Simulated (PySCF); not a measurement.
Compound: C₅H₂F₃NS.
Atom-mapped SMILES: `[F:1][C:2]([F:3])=[C:4]([F:5])[c:6]1[cH:7][n:8][s:9][cH:10]1` (hydrogens: H11 on C7; H12 on C10)

All values: CAM-B3LYP/def2-SVPD (PySCF, non-relativistic), on one gas-phase PBE0-D3(BJ)/def2-SVP geometry that isn't relaxed in the solvent. The solvent is an IEF-PCM continuum (cavity from Bondi-type radii × 1.2). The model holds no explicit solvent molecules, cavitation or dispersion.

Gas phase at CAM-B3LYP/def2-SVPD: HOMO -8.24 eV, LUMO -0.51 eV, dipole 1.09 D.

What does the continuum do to the energy, the frontier levels and the dipole at CAM-B3LYP/def2-SVPD in chloroform and tetrahydrofuran?

```tsv
solvent	ε	E(solvent) − E(gas) (kJ/mol)	polarisation term (kJ/mol)	distortion of the solute (kJ/mol)	HOMO (eV)	LUMO (eV)	dipole (D)
chloroform	4.711	-12.54	-14.11	1.57	-8.10	-0.37	1.45
tetrahydrofuran	7.426	-14.52	-16.67	2.15	-8.09	-0.35	1.52
```

The first energy column is the sum of the next two and covers electrostatics alone. From chloroform to tetrahydrofuran the lowering changes by a factor 1.16, Onsager's factor (ε − 1)/(2ε + 1) by 1.14 and ε itself by 1.6.

Which radius a makes the point-dipole formula ΔE = −[(ε − 1)/(2ε + 1)]·μ²/a³ give the value in tetrahydrofuran, with the gas-phase dipole?

μ = 0.427 au and |ΔE| = 0.00553 Eh give a = 1.26 Å; the farthest nucleus lies 3.31 Å from the centroid of the nuclei, so such a sphere wouldn't even hold the nuclei. The formula assumes a rigid point dipole at the centre of a sphere.

How does the static polarisability (CAM-B3LYP/def2-SVPD, frozen core, with the continuum's full static response) change?

| medium | isotropic (au) | principal values (au) | ⟨r²⟩ of the electrons (bohr²) |
| --- | --- | --- | --- |
| gas | 86.6 | 50.8, 81.0, 128.0 | 1796.2 |
| chloroform | 108.7 | 62.3, 101.9, 161.7 | 1797.1 |
| tetrahydrofuran | 112.5 | 64.8, 105.6, 167.1 | 1797.2 |

The isotropic value in tetrahydrofuran is 1.30 times the gas-phase one; no cavity-field correction is applied. ⟨r²⟩ is taken about the centre of nuclear charge.

Shape of the structure used: `[F:1][C:2]([F:3])=[C:4]([F:5])[c:6]1[cH:7][n:8][s:9][cH:10]1`: C2–C4–C6–C7 1°.
